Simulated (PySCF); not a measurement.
C₂H₁₃NOSi₃, SMILES [SiH3]O[Si](C)(C)N[SiH3].

Geometry: PBE-D3(BJ)/def2-SVP. Other conformers were not sampled.

These are B3LYP/def2-SVP (PySCF) values and carry that method's errors.

Gas-phase values at a fixed geometry.

```yaml
total_energy: -1082.26987 hartree
highest_occupied_level: -6.84 eV
lowest_empty_level: 0.38 eV
orbital_gap: 7.22 eV
dipole_moment: 0.51 D
quadrupole, principal values (traceless, Buckingham form, about the centre of nuclear charge): -2.52, -1.22, 3.74 D·Å
mean_static_polarisability: 99.6 bohr³ (14.77 Å³)
polarisability_principal_values: 92.0, 93.0, 114.0 bohr³
```
